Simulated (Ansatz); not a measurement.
System: CH₅GeO₃, net charge -1, singlet state. It need not be the lowest isomer of its formula. Whether it binds its extra electron was not tested at this geometry. 
Geometry from a B3LYP-D3(BJ)/def2-TZVP (Ansatz, a quantum-chemistry and plane-wave program) optimisation:
```xyz
10

C      1.9460     0.0573    -0.3482
Ge     0.1273    -0.0387    -0.0091
O     -0.7696    -1.0936    -1.1933
O     -0.6252     1.6431    -0.0626
O     -0.8307    -0.5288     1.5063
H      2.4860     0.5630     0.4552
H      2.3863    -0.9142    -0.5762
H     -1.5629    -1.3719    -0.7231
H     -0.0119     2.1640    -0.5924
H     -1.2433     0.2863     1.8128
```
Charge -1, spin multiplicity 1.

Total electronic energies in hartree. Valence correlation only, unless marked. Spin-orbit coupling is left out. The frozen core is the preceding noble-gas configuration, with the filled d and f shells of earlier blocks. No relativistic terms. CBS(X,Y): correlation extrapolated as X^-3; Hartree-Fock from the larger set. The bracket is a focal-point correction in the basis named.

```tsv
level	program	energy (Eh)
BLYP-D3(BJ)/def2-TZVPD	Ansatz + dftd3	?
PBE0/STO-3G	Ansatz	-2315.56287
PBE0/def2-TZVP	Ansatz	-2343.43616
B2GP-PLYP-D3(BJ)/def2-TZVPD	Ansatz + dftd3	-2343.21914
RPA@PBE/cc-pVQZ	Ansatz	-2342.64182
MP2/cc-pVDZ	Ansatz	-2341.56182
RI-MP2/cc-pVQZ	Ansatz	-2342.08449
SCS-MP2/6-31G*	Ansatz	-2341.20416
RI-MP2/CBS(aug-cc-pVTZ,aug-cc-pVQZ)+[CCSD(T)-MP2]/aug-cc-pVTZ	Ansatz	-2342.2067
```

Problem. Complete the blanks.

Solution. 
- BLYP-D3(BJ)/def2-TZVPD, energy (Eh): -2344.01519
